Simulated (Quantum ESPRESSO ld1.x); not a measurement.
These are the eigenvalues of the occupied orbitals of an atom or ion with whole-number occupations (eV). All-electron calculation, scalar-relativistic Kohn-Sham, LDA (Slater exchange, Perdew-Wang correlation), spin-polarised, spherical densities, point nucleus. Program: ld1.x of Quantum ESPRESSO 7.5.

| orbital | eigenvalue |
|---|---|
| 1s | -736.796 |
| 2s | -90.7651 |
| 2p | -72.8499 |

Which element is it, and in what charge state? The configuration may be excited.

Answer. Z = 9, fluorine, charge +3: F3+ in [He] 2s2 2p(up 1, down 1). The list shows which subshells hold electrons but not how many an open one holds; the 1s level, -27.077 hartree, gives Z - s = 7.4 by -(Z - s)^2/2, which with screening and relativity narrows Z to a few neighbours, and the depths of the outer levels then fix element, charge and occupations together.
